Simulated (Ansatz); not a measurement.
A run for Ansatz (a first-principles code): U-CCSD(T)/def2-TZVPP on ClF-, 2S+1 = 2, a spin state set in the input, which need not be the lowest, a point of a bond scan (R = 2.248 Å). Charge -1.

Ansatz 0.2 input:
```yaml
crystal:
  periodic: [false, false, false]
  atoms:
    - {symbol: F, position_ang: [0.00000000, 0.00000000, 0.00000000]}
    - {symbol: Cl, position_ang: [0.00000000, 0.00000000, 2.24834200]}
basis:
  gaussian:
    orbitals: def2-TZVPP
    pivot_positions_ang: [[0.00000000, 0.00000000, 0.00000000], [0.00000000, 0.00000000, 2.24834200]]
total_charge: -1
magnetization: {spin_polarized: true, initial_magnetization: 1}
correlation: {method: ccsd_t, electrons: valence}
output: {orbitals: {seedname: ./end}}
```

Predict the final total energy.

-559.4458 hartree (reference determinant -558.9668, T1 diagnostic 0.049).

How many basis functions does it have, and what does it roughly cost on one machine?

73 functions; around 14 core-seconds (rough).
